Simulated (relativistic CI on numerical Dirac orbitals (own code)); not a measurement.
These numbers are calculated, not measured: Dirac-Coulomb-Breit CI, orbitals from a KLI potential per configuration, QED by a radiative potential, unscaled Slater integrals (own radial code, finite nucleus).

The strongest absorption lines from the ground level of an ion, among the configurations computed and to levels below about 97.7 eV (vacuum wavelength in Å, gf): 188.86 (0.62), 190.96 (0.42), 199.19 (0.86), 241.88 (1.6), 247.61 (12), 253.67 (2.3), 258.89 (6.4), 260.04 (1.9).

(1) Which ion is it?
A. Nb9+
B. Nb7+
C. Y5+
D. Rb3+

Answers

(1) B. Nb7+ has 34 electrons and the ground level 4s²4p⁴ ³P2; the strongest line goes to 4s²4p³4d ³D°3. The pattern of lines fixes the number of electrons, and along that sequence the line energies rise steadily with the charge (about as its square where n changes within one kind of shell, about linearly where n is kept but much faster in heavy ions where fine structure, which grows about as Z⁴, sets the gap, and irregularly where shells cross), which fixes Z. Configurations outside the model, such as inner-shell arrays, can give stronger lines. At this charge configurations can still be misplaced by up to about 7 % of their energy.

LS names give the leading component of a level, which can be under half, so a name can repeat, a term be missing and a line seem to break the LS rules.
